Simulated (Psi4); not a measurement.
Two rigid molecules brought together: CO ··· H6Si2 (SMILES [C-]#[O+] and [SiH3][SiH3]). Monomers: optimised at B3LYP-D3(BJ) (def2-TZVP), held rigid. Orientation: lowest of the rigid-body minima from ten starts at GFN2-xTB. R is the distance of the centres of mass, along which the second monomer moves.

Levels: PBE/def2-TZVP, counterpoise-corrected (Psi4); PBE-D3(BJ)/def2-TZVP, counterpoise-corrected (Psi4); SAPT0/jun-cc-pVDZ, frozen core (Psi4).

Interaction energies in kcal/mol; the last columns give the difference from SAPT0:

```tsv
R / Å	PBE/def2-TZVP	PBE-D3(BJ)/def2-TZVP	SAPT0/jun-cc-pVDZ	PBE/def2-TZVP − SAPT0/jun-cc-pVDZ	PBE-D3(BJ)/def2-TZVP − SAPT0/jun-cc-pVDZ
2.66	18.22	16.10	20.24	-2.02	-4.14
2.90	9.27	7.34	10.21	-0.94	-2.87
3.06	5.72	3.93	6.16	-0.44	-2.23
3.26	2.98	1.38	3.02	-0.05	-1.64
3.48	1.31	-0.06	1.15	0.16	-1.21
3.65	0.60	-0.60	0.38	0.22	-0.99
3.94	0.03	-0.91	-0.18	0.21	-0.72
4.29	-0.17	-0.83	-0.32	0.16	-0.51
4.80	-0.15	-0.53	-0.24	0.10	-0.29
5.46	-0.06	-0.25	-0.13	0.07	-0.12
6.46	0.00	-0.07	-0.04	0.04	-0.03
7.76	0.00	-0.02	-0.01	0.02	-0.01
```

PBE/def2-TZVP is furthest from SAPT0/jun-cc-pVDZ at 2.66 (-2.02 kcal/mol, below); its mean absolute difference over the points is 0.37 kcal/mol.

PBE-D3(BJ)/def2-TZVP is furthest from SAPT0/jun-cc-pVDZ at 2.66 (-4.14 kcal/mol, below); its mean absolute difference over the points is 1.23 kcal/mol.
